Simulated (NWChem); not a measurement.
## What each level costs for C₂H₇Al

SMILES: [CH3][AlH][CH3]
```xyz
10

Al     0.0000     0.0000    -0.5030
C      1.7273     0.0000     0.4228
H      2.3271    -0.8802     0.1312
H      1.6440     0.0000     1.5210
H      2.3271     0.8802     0.1312
C     -1.7273     0.0000     0.4228
H     -2.3271     0.8802     0.1312
H     -1.6440     0.0000     1.5210
H     -2.3271    -0.8802     0.1312
H      0.0000     0.0000    -2.1016
```
Charge 0, spin multiplicity 1.

Everything below was run with NWChem. All single points use one geometry, from PBE0/def2-SVP, a minimum by its harmonic frequencies.

Basis set: cc-pVDZ (81 functions). Each entry is one whole single-point run; the coupled-cluster runs use the TCE module, and the SCF and DFT modules converge to different thresholds.

The correlated methods keep 7 core orbitals frozen. B3LYP has NWChem's definition, with VWN1-RPA local correlation. The structure started from a generated list of species.

Roughly how much processor time does each of these take, relative to RHF: MP2, RI-MP2, B2PLYP, PBE, B3LYP, BP86, CR-CCSD(T)?

RI-MP2 about the same, within a factor of 3; B3LYP about the same, within a factor of 3; BP86 about the same, within a factor of 3; PBE about the same, within a factor of 3; MP2 about the same, within a factor of 3; B2PLYP about the same, within a factor of 3; CR-CCSD(T) about 9 (rough ratios from shared machines).
